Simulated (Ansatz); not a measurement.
`C[CH](C)[Ge][OH]`, relaxed with RKS PBE0-D4/def2-TZVP in the Gaussian-basis code of Ansatz from a PBE-D4/def2-SVP geometry. The force threshold is 0.005 eV/Å; the program also tests the step.

Total charge 0; spin multiplicity 1.

Start:

```xyz
13

C    -1.224   -0.212    0.466
C     0.297   -0.217    0.609
C     0.994   -0.916   -0.568
Ge    1.147    1.650    0.759
O     0.156    2.481   -0.512
H    -1.732    0.254    1.337
H    -1.560    0.342   -0.441
H    -1.635   -1.241    0.356
H     0.573   -0.741    1.552
H     2.102   -0.919   -0.470
H     0.753   -0.417   -1.533
H     0.677   -1.979   -0.665
H    -0.549    1.916   -0.889
```

Problem. By how much does the energy fall, and how many steps does the optimiser take? (Best estimate.)

Solution. Computed: 0.07 eV, in 27 steps, 3 of them rejected.

Problem. Which bonds change most? (Estimate.)

Solution. Ansatz gave: C2–Ge4 from 2.057 to 2.027 Å; Ge4–O5 from 1.813 to 1.789 Å; C1–H7 from 1.115 to 1.097 Å; C3–H12 from 1.113 to 1.095 Å.

Problem. Give the relaxed structure. (Best estimate.)

Solution. The calculation gave: 
```xyz
13

C    -1.159   -0.162    0.269
C     0.347   -0.171    0.452
C     1.038   -1.108   -0.536
Ge    1.280    1.625    0.334
O    -0.101    2.683   -0.083
H    -1.665    0.472    1.004
H    -1.439    0.189   -0.731
H    -1.584   -1.167    0.372
H     0.583   -0.519    1.469
H     2.124   -1.124   -0.402
H     0.842   -0.810   -1.572
H     0.682   -2.138   -0.428
H    -0.948    2.229   -0.146
```
